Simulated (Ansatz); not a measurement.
CH5AsOSi, SMILES `C1O[SiH2][AsH]1`, relaxed with RKS PBE-D4/def2-SVP in the Gaussian-basis code of Ansatz from a rough embedded geometry. The force threshold is 0.03 eV/Å; the program also tests the step.

The species carries charge 0 and has multiplicity 1.

Start:

```xyz
9

C     0.715    0.750   -0.477
O     0.998   -0.577   -0.460
Si   -0.538   -1.130    0.044
As   -1.108    0.964    0.167
H     0.818    1.174   -1.558
H     1.428    1.377    0.169
H    -0.434   -1.778    1.421
H    -1.167   -1.925   -0.974
H    -0.712    1.145    1.667
```

```tsv
step	energy (eV)	largest force (eV/Å)	largest move (Å)
1	-71854.7860	3.593	0.000
2	-71855.3878	1.733	0.196
3	-71855.4708	0.410	0.078
4	-71855.4778	0.135	0.039
5	-71855.4791	0.085	0.012
6	-71855.4796	0.017	0.013
```

End:

```xyz
9

C     0.759    0.834   -0.498
O     0.991   -0.574   -0.400
Si   -0.529   -1.171    0.095
As   -1.170    1.131    0.175
H     0.823    1.180   -1.553
H     1.487    1.409    0.114
H    -0.460   -1.964    1.373
H    -1.182   -2.030   -0.956
H    -0.719    1.184    1.650
```

Run time 12 s (4 threads of an Arm Neoverse N1 on a shared host); peak host memory 0.16 GiB.
